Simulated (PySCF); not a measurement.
**Cu (copper, neutral) across methods**

[Ar] 3d10 4p1, 2P determinant (an excited configuration). Computed with PySCF 2.14 in aug-cc-pVTZ-DK (8s7p5d3f2g, 93 functions), with the spin-free X2C one-electron Hamiltonian (Gaussian nucleus).

| method | E (hartree) | mean ε 3d α (eV) | mean ε 3d β (eV) | mean ε 4p α (eV) | Σ⟨r²⟩ (bohr²) | ⟨S²⟩ |
| --- | --- | --- | --- | --- | --- | --- |
| wB97M-V | -1654.492 | -11.924 | -11.911 | -3.722 | 44.61 | 0.771 |
| r2SCAN | -1654.602 | -7.307 | -7.309 | -2.241 | 41.73 | 0.923 |
| UHF | -1653.03173 | -15.657 | -15.723 | -3.420 | 49.66 | 0.757 |
| LDA | -1651.769 | -7.387 | -7.324 | -2.127 | 42.66 | 0.784 |
| M06-2X | -1654.648 | -12.009 | -11.971 | -2.962 | 43.74 | 0.751 |
| PBE | -1654.407 | -7.176 | -7.119 | -2.140 | 43.13 | 0.840 |
| PBE0 | -1654.390 | -9.295 | -9.271 | -2.561 | 43.92 | 0.781 |
| B97-3 | -1654.468 | -9.480 | -9.451 | -2.470 | 44.48 | 0.760 |

(1) Estimate the same row for PW91.

## Answers

(1) E (hartree) = -1654.814; mean ε 3d α (eV) = -7.244; mean ε 3d β (eV) = -7.186; mean ε 4p α (eV) = -2.167; Σ⟨r²⟩ (bohr²) = 42.96; ⟨S²⟩ = 0.841.
